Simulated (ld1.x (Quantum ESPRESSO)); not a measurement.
**arsenic (As): TM semilocal pseudisation with PBE, scalar-relativistic reference atom.**

ld1.x (Quantum ESPRESSO) 7.5 input, shortened:

```
&input
   title='As', zed=33., rel=1, dft='PBE', iswitch=3,
   config='[Ar] 3d10 4s1.75 4p3.25'
 /
 &inputp
   pseudotype=1, tm=.true., lloc=1,
   nlcc=.true., rcore=0.55
 /
3
4S  1  0   1.75   0.00  1.80  1.80  0.0
3D  3  2  10.00   0.00  0.65  0.65  0.0
4P  2  1   3.25   0.00  1.90  1.90  0.0
 &test
   configts(1)='3d10 4s1.75 4p3.25'
 /
```

What the tests gave:

- Largest excitation error: -2.0 meV (all-electron minus pseudo) for 3d10 4s1 4p4, out of 7 test configurations

A Bessel basis up to 400 Ry misses an occupied level by 0.05 Ry, so cutoffs and ghosts were not judged.

Generation and tests took about 1.3 s on one core of a shared server CPU.
